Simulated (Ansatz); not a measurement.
`[GeH3][SiH2][SiH2][SiH2][GeH2][GeH3]` + H₂ → `[GeH3][SiH2][SiH2][SiH2][GeH3]` + GeH₄  (hydrogenolysis of a Ge–Ge bond)

Calculated with Ansatz (gas phase, PBE0-D4/def2-TZVP geometries, no zero-point term in ΔE). CCSD(T)/CBS adds triple-zeta CCSD(T) − MP2 to the extrapolated MP2 energy (def2 sets, frozen cores). This one scheme is used for every species. Functionals use def2-TZVPP. For Ge outer-core shells are correlated without core-valence functions, which leaves a few kJ/mol of doubt a bond. Scalar relativity is left out up to krypton. Each species was taken in one conformer, which may not be the lowest.

| level | ΔE (kJ/mol) |
| --- | --- |
| r2SCANh-D4 | 20.4 |
| PBE-QIDH | 17.2 |
| revPBE | 9.6 |
| SCS-MP2/def2-QZVPP | 17.4 |

Question: What does CCSD(T)/CBS give? (An estimate is asked.)

Answer: Ansatz gave: +22.5 kJ/mol. The listed levels differ from it by -2.1, -5.3, -12.9, -5.1 kJ/mol.

Largest T1 diagnostic among the species: 0.013.

At CCSD(T), def2-SVP lies −18.6 kJ/mol from the extrapolated value and def2-TZVPP −3.1 kJ/mol. From BLYP to BHLYP (50 % exact exchange), in def2-TZVPP and without D4, ΔE moves by −4.8 kJ/mol. Leaving LDA and LC-ωPBE aside and taking each functional with its dispersion term where it has one, the values, not all of them listed here, spread over 24.9 kJ/mol, from B97M-V to revPBE-D4. LDA lies +4.4 kJ/mol from PBE without D4.
